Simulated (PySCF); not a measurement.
Cost of one run: excited-state job, `C=Cc1pc(C=C)c(C)[p-]1`.

Method: TDDFT CAM-B3LYP/def2-SVPD, vertical, gas phase, core orbitals frozen in the response (PySCF 2.14.0, density-fitted response routines). Geometry: PBE0-D3(BJ)/def2-SVP. Work: 10 singlets by full TDDFT, 4 Tamm–Dancoff triplets, polarisability, ΔSCF ions, density and orbital grids written, density fitting. A driver script takes a list of jobs; this job's settings line and coordinates (Å) are shown.

Command:
```bash
OMP_NUM_THREADS=1 python probes_run.py task.json out
```

Input:
```
{"job": {"kind": "uv", "xc": "CAM-B3LYP", "basis": "def2-SVPD", "ip": true}, "charge": -1, "multiplicity": 1}
C      3.306095    -0.969675     0.791506
C      2.484782    -1.109046    -0.268962
C      1.036323    -0.990382    -0.320765
P      0.022009    -0.620019     1.055498
C     -1.499003    -0.678164     0.152166
C     -2.789393    -0.435594     0.784322
C     -3.052243    -0.071204     2.054929
C     -1.400962    -0.976269    -1.225538
C     -2.594827    -1.065456    -2.139386
P      0.205910    -1.240204    -1.855678
H      2.917130    -0.734856     1.787678
H      4.388320    -1.088439     0.685800
H      2.957734    -1.345806    -1.234715
H     -3.659488    -0.570344     0.126943
H     -2.248096     0.091342     2.779466
H     -4.080917     0.070130     2.399260
H     -2.281729    -1.314465    -3.165735
H     -3.158625    -0.116224    -2.191600
H     -3.312800    -1.843380    -1.820770
```

Hardware: one thread of an Arm Neoverse N1, shared host with 64 logical CPUs at a one-minute load of 52. PySCF's memory limit was set to 1200 MB.

The basis has 280 functions.

Problem. How long does the run take?

Solution. About 12 min. The SCF took 14 cycles.

Problem. How much memory does it need at the peak?

Solution. About 1.4 GiB. Peak memory is the resident size of the whole Python process, interpreter and libraries included.

Problem. At this speed, how long would 100 such jobs take on 16 cores, one job a core?

Solution. 100/16 gives 7 rounds of 12 min, about 84 min of wall time and 20 core-hours, if the jobs don't slow each other.

The SCF part of the output:
```
coarse grid: 17520 points
cycle   1  E = -992.1731392304  dE =  1.435e+00  |g| = 4.090e-01  |ddm| = 9.856e+00
cycle   2  E = -992.2047800755  dE = -3.164e-02  |g| = 3.331e-01  |ddm| = 3.485e+00
cycle   3  E = -992.2363518643  dE = -3.157e-02  |g| = 9.007e-02  |ddm| = 1.400e+00
cycle   4  E = -992.2382075888  dE = -1.856e-03  |g| = 3.746e-02  |ddm| = 3.123e-01
cycle   5  E = -992.2385835107  dE = -3.759e-04  |g| = 9.037e-03  |ddm| = 1.087e-01
cycle   6  E = -992.2386083818  dE = -2.487e-05  |g| = 3.026e-03  |ddm| = 4.595e-02
cycle   7  E = -992.2386114130  dE = -3.031e-06  |g| = 7.628e-04  |ddm| = 1.061e-02
final grid: 161864 points
cycle   8  E = -992.3820169165  dE = -3.782e-05  |g| = 3.386e-03  |ddm| = 1.463e-01
cycle   9  E = -992.3820170902  dE = -1.737e-07  |g| = 3.469e-03  |ddm| = 2.007e-02
cycle  10  E = -992.3820203654  dE = -3.275e-06  |g| = 5.476e-04  |ddm| = 8.407e-03
cycle  11  E = -992.3820204388  dE = -7.336e-08  |g| = 2.626e-04  |ddm| = 1.844e-03
cycle  12  E = -992.3820204594  dE = -2.059e-08  |g| = 8.743e-05  |ddm| = 1.131e-03
cycle  13  E = -992.3820204618  dE = -2.395e-09  |g| = 2.638e-05  |ddm| = 3.817e-04
cycle  14  E = -992.3820204622  dE = -4.331e-10  |g| = 1.776e-05  |ddm| = 1.979e-04
converged SCF energy = -992.3820204622
```

On the final grid dE counts from the start density on that grid.

Other jobs ran on the host; a repeat could differ by tens of per cent or more.
